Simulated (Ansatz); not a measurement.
Ansatz (a program for electronic structure) input (r2SCANh/def2-TZVPD):

Ansatz 0.2 input:
```yaml
crystal:
  periodic: [false, false, false]
  atoms:
    - {symbol: Ge, position_ang: [-0.00000000, -0.00000000, -0.37348732]}
    - {symbol: O, position_ang: [0.00000000, 0.00000000, 1.49394926]}
basis:
  gaussian:
    orbitals: def2-TZVPD
hamiltonian:
  xc: {name: r2SCANh}
magnetization: {spin_polarized: true, initial_magnetization: 2}
output: {forces: true}
```

End of the output:

```
integrals: 0.02 GiB planned
590 factors; their error is unknown
mean field: 0.37 GiB planned
mean field evaluation 1: about -58551.4063 eV, gradient 4.5e1 eV
mean field evaluation 2: about -58377.7569 eV, gradient 1.3e2 eV
mean field evaluation 4: about -58559.2787 eV, gradient 1.5e1 eV
mean field evaluation 8: about -58560.3891 eV, gradient 1.2e-1 eV
mean field evaluation 16: about -58560.4856 eV, gradient 1.9e-3 eV
mean field evaluation 32: about -58561.2181 eV, gradient 3.5e-5 eV
mean field evaluation 64: about -58560.8421 eV, gradient 2.5e0 eV
mean field -58561.21810713 eV, -2152.0850712179 hartree, gradient 2.5e-5 eV, S^2 2.015326; 8 other end points of the search recorded, 0 dependent functions left out
the calculation of the forces begins
reference -58561.21812057 eV, -2152.0850717116 hartree; 21, 19 occupied and 73, 75 virtual orbitals, 590 factors
Total energy: -58561.21812057 eV, -2152.0850717116 hartree
Atom 0 at    -0.000000    -0.000000    -0.373487 Å, force     0.000000    -0.000000     0.377048 eV/Å
Atom 1 at     0.000000     0.000000     1.493949 Å, force    -0.000000     0.000000    -0.377048 eV/Å
Dipole moment:     0.000000    -0.000000    -0.302819 e Å
```

This is an excited triplet: at this geometry the singlet lies 2.74 eV lower at CCSD(T)/CBS(aug-cc-pVTZ,aug-cc-pVQZ).
